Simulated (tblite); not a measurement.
F6Si2, charge -1, doublet, at a GFN2-xTB geometry (a state made from the parent by changing its charge; the spin is typed, not shown lowest); IPEA1-xTB (tblite 0.6.0).

tblite was given this input:
```
$ tblite run mol.xyz --method ipea1 --charge -1 --spin 1 --json tblite.json --no-restart

# file mol.xyz
8

F      2.49883233    -0.26838669    -1.13758630
Si     1.11033667    -0.08712955    -0.20292888
F      1.71358062     1.21089097     0.58438236
F      1.56806140    -1.25283648     0.84599198
Si    -1.11033667     0.08712955     0.20292888
F     -1.56806140     1.25283648    -0.84599198
F     -1.71358062    -1.21089097    -0.58438236
F     -2.49883233     0.26838669     1.13758630
```

What the program printed (banner, timings and long lists left out):

```
xTB calculator
 | screened Coulomb repulsion
 | Coulomb electrostatics
 |  * isotropic Klopman-Ohno-Mataga-Nishimoto electrostatics
 |  * onsite third-order electrostatics
 | DFT-D3(BJ) dispersion correction

halogen bonding energy    0.0000000000000E+00 Eh
repulsion energy          6.2622090165143E-02 Eh
dispersion energy        -2.4366178598775E-03 Eh
number of electrons       5.1000000000000E+01 e
integral cutoff           4.0000000000000E+01 bohr

------------------------------------------------------------
  cycle        total energy    energy error   density error
------------------------------------------------------------
      1     -36.64449882563  -3.6704684E+01   5.7985951E-01
      2     -36.87325788347  -2.2875906E-01   3.5504202E-01
      3     -36.87091909951   2.3387840E-03   1.2685711E-01
      4     -36.88387771702  -1.2958618E-02   1.9716489E-02
      5     -36.88395748422  -7.9767207E-05   1.1606080E-02
      6     -36.88467673321  -7.1924899E-04   2.7445861E-04
      7     -36.88467689726  -1.6404217E-07   1.6904821E-04
      8     -36.88467696735  -7.0095119E-08   9.6710734E-05
      9     -36.88467699994  -3.2585568E-08   5.5528635E-07
------------------------------------------------------------

electronic energy        -3.6944862472241E+01 Eh
total energy             -3.6884676999936E+01 Eh

Post processing:
 | Mayer-Wiberg bond orders

[Info] JSON dump of results written to 'tblite.json'
```
